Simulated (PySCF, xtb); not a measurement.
In(Cl)(OH)(NH2) (ClH₃InNO), SMILES [NH2][In]([OH])[Cl].

GFN2-xTB (xtb 6.7.1) at its own geometry gives an orbital gap of 2.97 eV and a dipole moment of 1.68 D.

Geometry optimised at PBE-D3(BJ)/def2-SVP. The def2 effective core potentials stand for the cores of In; spin–orbit coupling is left out. Other conformers were not sampled.

**Question.** What does HF/def2-TZVP in PySCF give? (An estimate is asked for; the answer gives what the named calculation found.)

**Answer.** gap 12.35 eV (levels -11.36 and 0.99 eV), dipole 2.08 D.
